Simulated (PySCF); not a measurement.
PySCF input (TPSSh/def2-TZVPD):

```python
from pyscf import gto, scf, dft

mol = gto.M(
    atom='''
    Se    0.02480627    0.03592155    0.57304979
    I     1.25329058   -2.36499159   -0.09087859
    I    -1.26920403    2.34194758   -0.27673826
    ''',
    basis='def2-tzvpd',
    ecp='def2-tzvp',
    charge=-1,
    spin=1,
    verbose=4,
)

mf = dft.UKS(mol, xc='tpssh').density_fit(auxbasis='def2-universal-jkfit')
mf.grids.level = 3
mf.conv_tol = 1e-9
mf.max_cycle = 100
mf.max_memory = 1500
mf.kernel()
if not mf.converged:
    mf = mf.newton()
    mf.kernel(mf.make_rdm1())
for _ in range(2):
    mo, _, stable, _ = mf.stability(return_status=True)
    if stable:
        break
    mf.kernel(mf.make_rdm1(mo, mf.mo_occ))
mf.analyze()
```

End of the output:

```
Extra cycle  E= -2996.85127253251  delta_E= 8.37e-11  |g|= 1.41e-05  |ddm|= 2.73e-05
converged SCF energy = -2996.85127253251  <S^2> = 0.75385255  2S+1 = 2.0038488
uhf_internal: lowest eigs of H = [0.02814478 0.11167973 0.13291247]
<class 'pyscf.df.df_jk.DFUKS'> wavefunction is stable in the internal stability analysis
**** SCF Summaries ****
Total Energy =                       -2996.851272532510393
Nuclear Repulsion Energy =             385.787120607694817
One-electron Energy =                -5164.328686243676202
Two-electron Energy =                 1781.690293103471049
Two-electron Coulomb Energy =         1913.192148613909467
DFT Exchange-Correlation Energy =     -131.501855510438475
HOMO-LUMO gap [eV] =                     1.270463200864529
**** MO energy ****
                             alpha | beta                alpha | beta
MO #1   energy= -453.462289394375  | -453.460890458542  occ= 1 | 1
MO #2   energy= -57.7132722767876  | -57.7127849781741  occ= 1 | 1
MO #3   energy= -51.7382703959983  | -51.7377795837366  occ= 1 | 1
MO #4   energy= -51.7367076967337  | -51.7340869664551  occ= 1 | 1
MO #5   energy= -51.7323954918544  | -51.7319300149777  occ= 1 | 1
MO #6   energy= -7.59886050088684  | -7.59677213144785  occ= 1 | 1
MO #7   energy= -6.59402968883991  | -6.59340428758714  occ= 1 | 1
MO #8   energy= -6.59402896041169  | -6.59340363619663  occ= 1 | 1
MO #9   energy= -5.5400330302819   | -5.53915532980276  occ= 1 | 1
MO #10  energy= -5.53424149584515  | -5.52879804990422  occ= 1 | 1
MO #11  energy= -5.52181913870085  | -5.52084421815361  occ= 1 | 1
MO #12  energy= -4.62851185311054  | -4.62754197179029  occ= 1 | 1
MO #13  energy= -4.62851154808841  | -4.62754163423313  occ= 1 | 1
MO #14  energy= -4.62194598034067  | -4.62134083508064  occ= 1 | 1
MO #15  energy= -4.62194532953436  | -4.62134008686507  occ= 1 | 1
MO #16  energy= -4.62028039718612  | -4.62004310630231  occ= 1 | 1
MO #17  energy= -4.62027912080751  | -4.62004183139678  occ= 1 | 1
MO #18  energy= -1.90279633260965  | -1.89986061953423  occ= 1 | 1
MO #19  energy= -1.90240511426738  | -1.89852187203251  occ= 1 | 1
MO #20  energy= -1.89287097160751  | -1.89224892318719  occ= 1 | 1
MO #21  energy= -1.88825579235492  | -1.88433964413253  occ= 1 | 1
MO #22  energy= -1.88621580457372  | -1.88343112582133  occ= 1 | 1
MO #23  energy= -1.70169120403049  | -1.70058042172768  occ= 1 | 1
MO #24  energy= -1.70168193965388  | -1.70056814573295  occ= 1 | 1
MO #25  energy= -1.70015470010992  | -1.69901738485352  occ= 1 | 1
MO #26  energy= -1.70015153909361  | -1.69901088055095  occ= 1 | 1
MO #27  energy= -1.69875049927823  | -1.69794619664048  occ= 1 | 1
MO #28  energy= -1.69874228100096  | -1.6979379518743   occ= 1 | 1
MO #29  energy= -1.69327223050158  | -1.69275280456734  occ= 1 | 1
MO #30  energy= -1.69326490011263  | -1.69274525152713  occ= 1 | 1
MO #31  energy= -1.69319641471124  | -1.69270058994033  occ= 1 | 1
MO #32  energy= -1.69319592613808  | -1.69269935228064  occ= 1 | 1
MO #33  energy= -0.532499199424084 | -0.519884869541194 occ= 1 | 1
MO #34  energy= -0.501808296341218 | -0.496732696662714 occ= 1 | 1
MO #35  energy= -0.454100793978482 | -0.435813188365346 occ= 1 | 1
MO #36  energy= -0.190308866334848 | -0.183740571293815 occ= 1 | 1
MO #37  energy= -0.146177597123446 | -0.120759865645841 occ= 1 | 1
MO #38  energy= -0.124738906185627 | -0.119735923223642 occ= 1 | 1
MO #39  energy= -0.108408648159931 | -0.102123963450737 occ= 1 | 1
MO #40  energy= -0.104083402104402 | -0.100963224475743 occ= 1 | 1
MO #41  energy= -0.0981935808185713 | -0.0941467945814365 occ= 1 | 1
MO #42  energy= -0.0627595072066418 | -0.0518466261181008 occ= 1 | 1
MO #43  energy= -0.0582892678693795 | -0.00515796424947135 occ= 1 | 0
MO #44  energy= 0.0464511519434876 | 0.0545524581323776 occ= 0 | 0
MO #45  energy= 0.10560512167456   | 0.107805692732847  occ= 0 | 0
MO #46  energy= 0.116678597131651  | 0.117739429904276  occ= 0 | 0
MO #47  energy= 0.12127528197747   | 0.12158633658431   occ= 0 | 0
MO #48  energy= 0.12443996199315   | 0.126332339539712  occ= 0 | 0
MO #49  energy= 0.132675291723133  | 0.133400139334327  occ= 0 | 0
MO #50  energy= 0.133937892634248  | 0.134728783585911  occ= 0 | 0
MO #51  energy= 0.134332442893369  | 0.136547893577061  occ= 0 | 0
MO #52  energy= 0.162304392745375  | 0.163929187456791  occ= 0 | 0
MO #53  energy= 0.169233921717811  | 0.173238178342486  occ= 0 | 0
MO #54  energy= 0.173493336712913  | 0.174823677037024  occ= 0 | 0
MO #55  energy= 0.205563770331396  | 0.20890806829522   occ= 0 | 0
MO #56  energy= 0.206633452284634  | 0.209495638668058  occ= 0 | 0
MO #57  energy= 0.22294797948567   | 0.223423303621684  occ= 0 | 0
MO #58  energy= 0.224924993485475  | 0.226096077409684  occ= 0 | 0
MO #59  energy= 0.237297738818498  | 0.240582516607068  occ= 0 | 0
MO #60  energy= 0.239949599885363  | 0.242924023195572  occ= 0 | 0
MO #61  energy= 0.240654885516093  | 0.242965766957054  occ= 0 | 0
MO #62  energy= 0.257256340406614  | 0.261254886166752  occ= 0 | 0
MO #63  energy= 0.257921402554804  | 0.26191570753118   occ= 0 | 0
MO #64  energy= 0.270592287579593  | 0.272108041728854  occ= 0 | 0
MO #65  energy= 0.279494503783686  | 0.281744149872902  occ= 0 | 0
MO #66  energy= 0.285524306971219  | 0.288822566955907  occ= 0 | 0
MO #67  energy= 0.296543145051044  | 0.304640589720952  occ= 0 | 0
MO #68  energy= 0.299032381042933  | 0.30489636063666   occ= 0 | 0
MO #69  energy= 0.320882483296954  | 0.325866428295594  occ= 0 | 0
MO #70  energy= 0.332826536214081  | 0.334074922465151  occ= 0 | 0
MO #71  energy= 0.363836521159898  | 0.368092409837547  occ= 0 | 0
MO #72  energy= 0.401263395573812  | 0.402879807750948  occ= 0 | 0
MO #73  energy= 0.413991156382704  | 0.417095679550529  occ= 0 | 0
MO #74  energy= 0.417200928873337  | 0.418371858473642  occ= 0 | 0
MO #75  energy= 0.431399343825663  | 0.437507076011767  occ= 0 | 0
MO #76  energy= 0.443491344703913  | 0.447218303002138  occ= 0 | 0
MO #77  energy= 0.446531198501376  | 0.450266984892254  occ= 0 | 0
MO #78  energy= 0.470547859888033  | 0.475829339486909  occ= 0 | 0
MO #79  energy= 0.476318109948007  | 0.48083974823905   occ= 0 | 0
MO #80  energy= 0.49452593388181   | 0.496241939210868  occ= 0 | 0
MO #81  energy= 0.494585011443162  | 0.496459837803574  occ= 0 | 0
MO #82  energy= 0.4959472670112    | 0.501235901098568  occ= 0 | 0
MO #83  energy= 0.504607678833832  | 0.507696163811221  occ= 0 | 0
MO #84  energy= 0.505886975396542  | 0.513898310296059  occ= 0 | 0
MO #85  energy= 0.515055753281158  | 0.517284214742094  occ= 0 | 0
MO #86  energy= 0.518679034674948  | 0.522249437451136  occ= 0 | 0
MO #87  energy= 0.518848986825457  | 0.522650999697212  occ= 0 | 0
MO #88  energy= 0.559364262127184  | 0.565494674192649  occ= 0 | 0
MO #89  energy= 0.560348262330191  | 0.578033831055336  occ= 0 | 0
MO #90  energy= 0.56744748340198   | 0.583746854480629  occ= 0 | 0
MO #91  energy= 0.588308652436556  | 0.597564765216871  occ= 0 | 0
MO #92  energy= 0.60844898671869   | 0.620020392479367  occ= 0 | 0
MO #93  energy= 0.622828442127535  | 0.625798117852605  occ= 0 | 0
MO #94  energy= 0.656119267311688  | 0.665920629304178  occ= 0 | 0
MO #95  energy= 0.675216739744108  | 0.680842989283159  occ= 0 | 0
MO #96  energy= 0.836678337840249  | 0.841864743799625  occ= 0 | 0
MO #97  energy= 0.866448080571531  | 0.871028459528572  occ= 0 | 0
MO #98  energy= 0.927994705150604  | 0.934913382307784  occ= 0 | 0
MO #99  energy= 0.994839790464107  | 0.99760214991803   occ= 0 | 0
MO #100 energy= 1.0020370586459    | 1.00887767749745   occ= 0 | 0
MO #101 energy= 1.00928832675566   | 1.01376319968639   occ= 0 | 0
MO #102 energy= 1.01699676830928   | 1.02157238871436   occ= 0 | 0
MO #103 energy= 1.01787430113928   | 1.02164316441502   occ= 0 | 0
MO #104 energy= 1.01839464867875   | 1.0217324141785    occ= 0 | 0
[...]
```
